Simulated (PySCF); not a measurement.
ClCs (SMILES [Cl][Cs]), singlet, at a GFN2-xTB geometry (such geometries of metal compounds can be far from the true shape) (core potentials on Cs); B3LYP5/def2-SVP (PySCF).

Input for PySCF:
```python
from pyscf import gto, scf, dft

mol = gto.M(
    atom='''
Cs   -0.000000   -0.000000   -0.680243
Cl    0.000000    0.000000    2.200785
''',
    basis='def2-svp',
    ecp={'Cs': 'def2-svp'},
    charge=0,
    spin=0,
    verbose=4,
)

mf = dft.RKS(mol)
mf.xc = 'b3lyp5'
mf.kernel()
```

**Question.** Write the output that PySCF gives for this input, abridged.

**Answer.** 
```
PySCF version 2.14.0

[INPUT] verbose = 4
[INPUT] num. atoms = 2
[INPUT] num. electrons = 26
[INPUT] charge = 0
[INPUT] spin (= nelec alpha-beta = 2S) = 0
[INPUT] symmetry False subgroup None
[INPUT] Mole.unit = angstrom
[INPUT] Symbol           X                Y                Z      unit          X                Y                Z       unit  Magmom
[INPUT]  1 Cs     0.000000000000   0.000000000000  -0.680243000000 AA    0.000000000000   0.000000000000  -1.285472968153 Bohr   0.0
[INPUT]  2 Cl     0.000000000000   0.000000000000   2.200785000000 AA    0.000000000000   0.000000000000   4.158880909051 Bohr   0.0

nuclear repulsion = 28.1025082959138
number of shells = 18
number of NR pGTOs = 71
number of NR cGTOs = 42
basis = def2-svp
ecp = {'Cs': 'def2-svp'}

******** <class 'pyscf.dft.rks.RKS'> ********
method = RKS
initial guess = minao
damping factor = 0
level_shift factor = 0
DIIS = <class 'pyscf.scf.diis.CDIIS'>
diis_start_cycle = 1
diis_space = 8
diis_damp = 0
SCF conv_tol = 1e-09
SCF conv_tol_grad = None
SCF max_cycles = 50
direct_scf = True
direct_scf_tol = 1e-13
XC library pyscf.dft.libxc version 7.1.2
    S. Lehtola, C. Steigemann, M. J. T. Oliveira, and M. A. L. Marques,  SoftwareX 7, 1–5 (2018)
XC functionals = b3lyp5
    P. A. M. Dirac,  Math. Proc. Cambridge Philos. Soc. 26, 376 (1930)
    F. Bloch,  Z. Phys. 57, 545 (1929)
    A. D. Becke,  Phys. Rev. A 38, 3098 (1988)
    C. Lee, W. Yang, and R. G. Parr,  Phys. Rev. B 37, 785 (1988)
    B. Miehlich, A. Savin, H. Stoll, and H. Preuss,  Chem. Phys. Lett. 157, 200 (1989)
    S. H. Vosko, L. Wilk, and M. Nusair,  Can. J. Phys. 58, 1200 (1980)
radial grids:
    Treutler-Ahlrichs [JCP 102, 346 (1995); DOI:10.1063/1.469408] (M4) radial grids

becke partition: Becke, JCP 88, 2547 (1988); DOI:10.1063/1.454033
pruning grids: <function nwchem_prune>
grids dens level: 3
symmetrized grids: False
atomic radii adjust function: <function treutler_atomic_radii_adjust>
small_rho_cutoff = 0
Set gradient conv threshold to 3.16228e-05
Initial guess from minao.
tot grids = 42592
init E= -476.786738373609
  HOMO = -0.47849639559966  LUMO = -0.18833602579711  gap/eV = 7.89567
cycle= 1 E= -480.142378350444  delta_E= -3.36  |g|= 0.436  |ddm|= 1.91
  HOMO = -0.0859197768155551  LUMO = -0.0406400621556315  gap/eV = 1.23212
cycle= 2 E= -480.065994326322  delta_E= 0.0764  |g|= 0.642  |ddm|= 1.96
  HOMO = -0.215472742573813  LUMO = -0.0441998679273006  gap/eV = 4.66057
cycle= 3 E= -480.208648585254  delta_E= -0.143  |g|= 0.077  |ddm|= 1.32
  HOMO = -0.198209647043916  LUMO = -0.0491484297809315  gap/eV = 4.05616
cycle= 4 E= -480.210999433933  delta_E= -0.00235  |g|= 0.0195  |ddm|= 0.181
  HOMO = -0.196434855227188  LUMO = -0.0484189668132302  gap/eV = 4.02772
cycle= 5 E= -480.211107426555  delta_E= -0.000108  |g|= 0.00317  |ddm|= 0.0252
  HOMO = -0.197058425257001  LUMO = -0.048114984510196  gap/eV = 4.05296
cycle= 6 E= -480.211111181819  delta_E= -3.76e-06  |g|= 0.000496  |ddm|= 0.00672
  HOMO = -0.19726609939869  LUMO = -0.0480965990450244  gap/eV = 4.05911
cycle= 7 E= -480.211111292397  delta_E= -1.11e-07  |g|= 4.1e-05  |ddm|= 0.00138
  HOMO = -0.197257141238047  LUMO = -0.0480968557460564  gap/eV = 4.05886
cycle= 8 E= -480.211111293712  delta_E= -1.32e-09  |g|= 8.54e-06  |ddm|= 0.000128
  HOMO = -0.197255385929626  LUMO = -0.0480961353237639  gap/eV = 4.05883
cycle= 9 E= -480.211111293764  delta_E= -5.12e-11  |g|= 8.03e-07  |ddm|= 2.94e-05
  HOMO = -0.197255011454352  LUMO = -0.0480960575034501  gap/eV = 4.05882
Extra cycle  E= -480.211111293765  delta_E= -9.09e-13  |g|= 3.36e-07  |ddm|= 4.23e-06
converged SCF energy = -480.211111293765
```
